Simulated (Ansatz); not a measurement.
A nudged elastic band was laid between two geometries of CH6Sn + FH (10 atoms, charge 0, multiplicity 1).

Theory: RHF/def2-SVP in Ansatz.

```yaml
movable_images: 9
climbing_image: yes
spring: 5.0 eV/Å²
optimiser: quadratic models (default)
start_path: through a guess of the saddle point
force_threshold: 0.03 eV/Å
iteration_limit: 60
end_points: relaxed
```

Initial state:

```xyz
10
Properties=species:S:1:pos:R:3
Sn -0.141 -0.182 0.198
C -0.340 -0.319 2.342
H -1.389 -0.429 2.620
H 0.214 -1.179 2.722
H 0.055 0.589 2.796
H 1.504 0.103 -0.220
H -1.088 1.094 -0.435
H -0.618 -1.650 -0.551
F 1.540 2.610 1.490
H 2.174 2.242 0.963
```

Final state:

```xyz
10
Properties=species:S:1:pos:R:3
Sn 0.409 0.380 -1.504
C -0.065 0.173 3.775
H -1.152 0.261 3.777
H 0.214 -0.839 4.071
H 0.355 0.884 4.488
H 1.632 0.988 -2.519
H -1.068 1.209 -1.655
H 0.247 -1.311 -1.579
F 1.018 0.752 0.292
H 0.321 0.383 2.778
```

Q: What changes between the two ends?

A: Bonds broken: Sn1–C2, F9–H10. Bonds formed: Sn1–F9, C2–H10. CH6Sn + FH becomes CH4 + FH3Sn.

Q: Give the energies along the band, and the barrier.

A: It converged. The highest image is number 4 of 0 to 10, 44.5 kcal/mol above the first end and 65.8 kcal/mol above the last; the last end lies 21.3 kcal/mol below the first. Neighbouring images differ by up to 1.9 eV, so the band resolves the path poorly. A vibrational analysis at the climbing image gives one clearly imaginary mode, 1681i cm⁻¹: a first-order saddle point. The orbitals stay closed-shell, which can raise the energy where a bond breaks towards radicals; this wasn't checked here.

```
image  path coordinate (Å)  energy (kcal/mol)  Sn1–C2 (Å)  F9–H10 (Å)  Sn1–F9 (Å)
    0                 0.00                0.0        2.16        0.90        3.51
    1                 0.88                0.6        2.16        0.90        3.44
    2                 1.77                2.9        2.18        0.90        3.20
    3                 2.65               11.4        2.23        0.91        2.75
    4                 3.54               44.5        2.48        1.18        2.24
    5                 4.52               -0.3        3.07        1.76        1.97
    6                 5.51              -17.5        3.66        2.12        1.94
    7                 6.50              -20.8        4.24        2.50        1.93
    8                 7.49              -21.1        4.71        2.60        1.93
    9                 8.48              -21.2        5.11        2.60        1.93
   10                 9.47              -21.3        5.31        2.61        1.93
```

Q: What is the geometry of the highest image?

A: 
```xyz
10
Properties=species:S:1:pos:R:3:forces:R:3
Sn 0.199 0.207 -0.062 0.00 0.00 0.00
C 0.017 0.052 2.408 0.00 0.00 0.00
H -1.065 -0.084 2.423 0.00 0.00 0.00
H 0.508 -0.918 2.488 0.00 0.00 0.00
H 0.276 0.613 3.313 0.00 0.00 0.00
H 1.747 -0.045 -0.704 0.00 0.00 0.00
H -0.834 1.326 -0.807 0.00 0.00 0.00
H -0.609 -1.313 -0.020 0.00 0.00 0.00
F 1.067 1.927 1.088 0.00 0.00 0.00
H 0.605 1.112 1.798 0.00 0.00 0.00
```

Time of the run: 10 min on 1 thread of Arm Neoverse V2 (shared host), peak memory 0.17 GiB.
